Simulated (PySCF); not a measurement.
Molecule: N-formylpyrrolidine (O=CN1CCCC1, C5H9NO).

Bonds (- single, = double, # triple, : aromatic): O1=C2, C2-N3, N3-C4, C4-C5, C5-C6, C6-C7, C7-N3. C2 carries H8; C4 carries H9, H10; C5 carries H11, H12; C6 carries H13, H14; C7 carries H15, H16.

Frames of a GFN2-xTB Langevin trajectory at 600 K; GIAO PBE0/pcSseg-1 shieldings in PySCF, gas phase, non-relativistic; equivalent atoms averaged within each frame.

Shifts are taken against calculated references (same method and geometry level): ¹⁷O (336.08 ppm) against H2O; TMS for ¹³C (186.93 ppm), ¹H (31.72 ppm); NH3 for ¹⁵N (267.73 ppm). The references are static minima.

Q: How do the shifts (ppm) fluctuate along the trajectory?

A: 
```tsv
time (fs)	O1	C2	C4	C7	C6	C5	N3	H8	H9/H10	H15/H16
optimised geometry	440.4	161.3	46.5	47.4	29.1	28.2	142.6	8.48	3.52	3.54
250	410.6	156.9	42.9	41.1	22.0	16.1	138.5	9.96	3.81	3.18
425	504.7	171.0	55.5	45.8	34.9	36.8	142.6	9.89	4.01	3.78
625	512.8	175.1	41.0	49.7	28.0	45.1	142.6	9.42	3.95	3.98
800	427.9	159.7	46.8	46.4	34.1	32.5	144.9	8.10	3.27	3.08
1000	434.0	157.6	48.4	61.0	29.5	27.6	150.2	8.03	4.24	4.12
mean of frames	458.0	164.1	46.9	48.8	29.7	31.6	143.8	9.08	3.86	3.63
standard deviation	47.2	8.4	5.6	7.5	5.2	10.8	4.3	0.95	0.36	0.47
```

5 frames give an uncertainty of the mean of about the standard deviation over 2.2 at best, since frames this close in time may not be independent; classical motion lacks zero-point vibration, and the reference would need the same averaging.
